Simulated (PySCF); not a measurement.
## How methods differ on the ionisation energy of Kr²²⁺

Kr²²⁺ [Ne] 3s2 3p2 (3P) → Kr²³⁺ [Ne] 3s2 3p1 (2P), as a difference of total energies. Calculation: PySCF 2.14, in an even-tempered Gaussian basis (18 s from 2.2 bohr⁻², ratio 2.5; 12 p from 2.9 bohr⁻², ratio 2.5; 5 d from 13 bohr⁻², ratio 2.7; 4 f from 20 bohr⁻², ratio 2.7); the spin-free X2C one-electron Hamiltonian (Gaussian nucleus). Correlated levels: outer shells: 1s2 frozen; virtual orbitals above 40 to 60 times the deepest correlated orbital energy dropped. The calculations carry no spin-orbit coupling.

```csv
method,ionisation energy (eV)
UHF,992.41
LDA,993.70
PBE,993.85
PBE0,993.81
r2SCAN,994.16
M06-L,993.53
B2PLYP,993.67
MP2 (outer shells),992.99
SCS-MP2 (outer shells),992.80
```

**Question.** How much does correlation contribute at MP2 (outer shells)?

**Answer.** 992.99 − (992.41) = 0.58 eV, measured against UHF.

Spin-orbit coupling is strong in these open shells (close to jj coupling). The scalar numbers leave it out and a first-order estimate fails, so it can dominate the gap to the real levels.

Breit and QED terms and the two-electron picture change are absent.

For comparison: 999 ± 2.4 eV (semi-empirical (NIST evaluation); NIST Atomic Spectra Database, ionization energies).
